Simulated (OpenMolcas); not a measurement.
## d2 ions of charge +4 down a group with 6 fluoride ligands in octahedral coordination

```yaml
Program: OpenMolcas 26.06
Method: CASSCF
Spin-orbit_coupling: state interaction with AMFI integrals over the reference wave functions
```

The d shell is active. Anionic complexes are neutralised by point charges behind the ligands. Distances were set from a Shannon-type radius of the metal (high-spin where two are listed) plus a fixed donor radius (F 1.31 Å). Ligand basis ANO-RCC-VDZP, DKH2 Hamiltonian. States (labels of O, the rotations of Oh). Energies in cm-1 above the lowest state or level, χT in cm3 K/mol; under a threefold ground state the first gap can be a small split of the lowest multiplet, not the spin-orbit step; 10Dq and B are least-squares fits to the states below 45000 cm-1, weighted by degeneracy, with a free offset, and given where the rms deviation is under 5 % of |10Dq| (or 100 cm-1) and under 700 cm-1. Spin-only χT is S(S+1) / 2 for the spin of the ground state.

```
 Ion  Shell  R (Å)   Metal basis  Outer charge (e at Å behind ligand)  Ground state  First state of that spin   10Dq  B (rms of fit)  First gap with spin-orbit (degeneracies)  χT at 300 K  First state of another spin  Spin-only χT
Cr4+    3d2   1.86  ANO-RCC-VDZP                          0.33 at 2.4           3T1                 3T2 17316  18628      1035 (390)                                8.0 (2, 3)        0.713                    1T2 15136         1.000
Mo4+    4d2   1.96  ANO-RCC-VDZP                          0.33 at 2.4           3T1                 3T2 28553  29839       742 (160)                               30.4 (2, 3)        0.380                    1T2 10540         1.000
 W4+    5d2   1.97  ANO-RCC-VTZP                          0.33 at 2.4           3T1                 3T2 32917  34366        700 (99)                              261.4 (2, 3)        0.134                    1T2 10105         1.000
```

The rows also differ in their metal basis, so part of each step comes from that.

|10Dq| changes by factors of 29839 / 18628 = 1.60 from Cr4+ to Mo4+, 34366 / 29839 = 1.15 from Mo4+ to W4+.

B goes from 1035 cm-1 (Cr4+) to 700 cm-1 (W4+).

χT departs most from the spin-only value for W4+, by -0.866 cm3 K/mol.

An orbital triplet at a regular site is open to Jahn-Teller coupling, which can distort the site and quench the lowest spin-orbit gaps and is left out. Without dynamic correlation the repulsion within the d shell is too large (B by tens of per cent), so at a given field states of lower spin stand too high. Ligand-to-metal charge-transfer states are missing. With no ligand orbital active B as a rule stays too high, so bands that hang on it stand too high and its fall with covalency is understated. The least metal-like active orbital is 81 % on the metal (Löwdin) and no ligand orbital is active, so the numbers are rough (holds for Cr4+). With metal d orbitals alone and no dynamic correlation the field as a rule comes out too small, by tens of per cent, by up to half for chloride and softer ligands (holds for Cr4+). The least metal-like active orbital is 78 % on the metal (Löwdin) and no ligand orbital is active, so the numbers are rough (holds for Mo4+). With metal d orbitals alone the field can be off either way by tens of per cent (holds for Mo4+; W4+). The least metal-like active orbital is 77 % on the metal (Löwdin) and no ligand orbital is active, so the numbers are rough (holds for W4+). No measured value stands beside these numbers; the geometry is a model, was not optimised and need not be the one that this ion takes.
